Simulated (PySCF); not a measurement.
# One molecule, several mistakes: BF2H2Si cation

All numbers below are calculated, not measured. They come from PySCF 2.14.0, an open-source quantum chemistry program, on an isolated molecule that a program drew, which may never have been made. The molecule is BF2H2Si cation (charge +1, singlet), drawn as the SMILES string `FB(F)[SiH2+]`.

Each row is a Hartree-Fock (HF) and frozen-core CCSD(T) single point in the cc-pV(D+d)Z basis, meant for a local HF minimum. Run 1 is clean. Each other run has one planted mistake out of seven kinds, and not every kind appears here: one electron removed, one electron added, multiplicity raised by two, geometry at a saddle point, minimal basis STO-3G, one bond length entered in bohr, all coordinates scaled. The reference is restricted for singlets and unrestricted otherwise, and also for a bond in bohr. Adding or removing an electron swaps singlet and doublet. Electrons count all cores. HOMO and LUMO are orbital energies over both spins, the gradient is its largest component, and the lowest frequency (negative if imaginary) is given only where the gradient is small. Bond lengths are over the 5 bonds as drawn. T1 is the CCSD diagnostic: over 0.02 (restricted) or 0.045 (unrestricted) a single reference is doubtful.

Geometry of the clean run:
```xyz
6
BF2H2Si cation, angstrom
F    -0.7316    3.0670    2.4908
B     0.4303    2.5258    2.3187
F     1.4612    2.7604    3.0633
Si    0.6538    1.1976    0.7497
H     1.0781    1.6379   -0.5814
H     0.3962   -0.2357    0.9081
```

```
run,electrons,basis functions,<S^2>,HOMO (eV),LUMO (eV),gradient (hartree/bohr),lowest frequency (cm^-1),mean bond (Å),longest bond (Å),T1,HF (hartree),CCSD(T) (hartree),mistake
1,38,75,0.000,-19.19,-6.54,2.3e-05,65,1.5168,2.068,0.0160,-513.46010,-514.02364,no fault
2,37,75,0.768,-27.34,-17.20,1.2e-01,-,1.5168,2.068,0.0256,-512.79200,-513.35208,one electron removed
3,38,26,0.000,-16.50,-3.16,1.4e-02,-,1.5168,2.068,0.0177,-507.10193,-507.25796,minimal basis STO-3G
4,38,75,0.000,-19.20,-6.95,8.4e-06,-62,1.5176,2.078,0.0158,-513.45930,-514.02309,geometry at a saddle point
5,39,75,0.769,-7.90,1.76,4.4e-02,-,1.5168,2.068,0.0148,-513.72466,-514.30138,?
```

**Which mistake was planted in run 5, and what did it cost?**

It counts 39 electrons, one more than the clean run, at the same geometry and basis. So the mistake is: one electron added. Subtracting run 1 and multiplying by 627.51 kcal/mol a hartree, the energy moved by -166.0 kcal/mol in HF and -174.3 kcal/mol in CCSD(T).

